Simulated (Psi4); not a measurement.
Psi4 was given this input:
```
memory 2 GB

molecule {
0 1
  B     0.69743449    0.01758553    0.01585591
  N    -0.54198802   -0.01075454   -0.01043728
  H     1.83680038    0.04037551    0.03791482
  H    -1.53005672   -0.05302143   -0.04413341
}

set basis 6-311g**

energy('wb97x-v')
print_variables()
```

Problem. What does this run give for the number of basis functions, nuclear repulsion energy, total energy?

Solution. 
```
Property                        Result
-------------------------  -----------
number of basis functions           48
nuclear repulsion energy    23.9013 Eh
total energy               -80.7944 Eh
```

Problem. Roughly what does it cost on one core?

Solution. around 40 core-seconds (rough).
